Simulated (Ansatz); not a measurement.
Consider the silylene formation by 1,1-elimination: `OC[SiH2]S` → `OCS` + `[SiH2]`.

Computed with Ansatz on PBE0-D4/def2-TZVP structures; ΔE is electronic, products minus reactants. CBS: MP2 limit from def2 TZ/QZ plus the TZ coupled-cluster correction, frozen cores. This one scheme is used for every species. DFT in def2-TZVPP. One conformer a species, not always the lowest.

CCSD(T)/CBS gives +3.40 eV.

Another level gave +3.35 eV. Which?
A. r2SCAN-D4/def2-TZVPP
B. HF/def2-TZVPP
C. CCSD(T)/def2-TZVPP
D. B97M-V/def2-TZVPP

D. B97M-V 3.35, HF/def2-TZVPP 3.17, r2SCAN-D4 3.61, CCSD(T)/def2-TZVPP 3.31 eV.

Largest T1 diagnostic among the species: 0.014.

The D4 term adds +0.15 eV with B3LYP and +0.08 eV with PBE0; it sums over pairs of atoms, weighted by their polarisabilities, and B3LYP, whose exchange is more repulsive, gets the larger term. At CCSD(T), def2-SVP lies −0.24 eV from the extrapolated value and def2-TZVPP −0.09 eV. From PBE to PBE0 (25 % exact exchange), in def2-TZVPP and without D4, ΔE moves by +0.12 eV.

B3LYP here is the variant with VWN-RPA as its local correlation; programs differ in this.
